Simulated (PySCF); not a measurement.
CuF, charge +1, doublet, geometry from GFN2-xTB (such geometries of metal compounds can be far from the true shape) (the multiplicity is a formal guess). Base run: B3LYP/def2-SVP (PySCF).

Geometry (Å):
```xyz
2

Cu     0.0000     0.0000    -0.4071
F      0.0000     0.0000     1.3117
```
Charge +1, spin multiplicity 2.
Orbitals are unrestricted.
All else is at PySCF's defaults.

The base run was repeated with changes; each row names its change, and settings that it needs were set with it.

```json
[
 {"change": "base", "basis functions": "45", "E (Eh)": "-1739.69672", "HOMO (eV)": "-17.03"},
 {"change": "basis = x2c-SVPall; relativity = none", "basis functions": "50", "E (Eh)": "-1734.91907", "HOMO (eV)": "-17.27"},
 {"change": "basis = x2c-TZVPall; relativity = spin-free X2C; nucleus = Gaussian (with nucmod='G')", "basis functions": "79", "E (Eh)": "-1754.41743", "HOMO (eV)": "-17.42"},
 {"change": "basis = cc-pVDZ-DK; relativity = spin-free X2C; nucleus = Gaussian (with nucmod='G')", "basis functions": "57", "E (Eh)": "-1754.39988", "HOMO (eV)": "-17.28"},
 {"change": "basis = cc-pVDZ-DK; relativity = spin-free X2C", "basis functions": "57", "E (Eh)": "-1754.40743", "HOMO (eV)": "-17.28"},
 {"change": "basis = x2c-TZVPall; relativity = none", "basis functions": "79", "E (Eh)": "-1734.64278", "HOMO (eV)": "-17.34"},
 {"change": "basis = cc-pVDZ-DK; relativity = none", "basis functions": "57", "E (Eh)": "-1732.49035", "HOMO (eV)": "-17.23"},
 {"change": "basis = x2c-TZVPall; relativity = spin-free X2C", "basis functions": "79", "E (Eh)": "-1754.42401", "HOMO (eV)": "-17.42"},
 {"change": "basis = x2c-SVPall; relativity = spin-free X2C", "basis functions": "50", "E (Eh)": "-1753.99219", "HOMO (eV)": "-17.37"},
 {"change": "basis = x2c-SVPall; relativity = spin-free X2C; nucleus = Gaussian (with nucmod='G')", "basis functions": "50", "E (Eh)": "-1753.98609", "HOMO (eV)": "-17.37"}
]
```

Total energies compare only within one method and basis.

Open shells are given as the SCF converged; they aren't shown to be the lowest states, and a large step between rows can be another state.

Basis sets contracted for a relativistic Hamiltonian are a mismatch without it, so the rows without relativity aren't non-relativistic limits. No row has spin-orbit coupling; sets with core potentials leave out the core electrons.
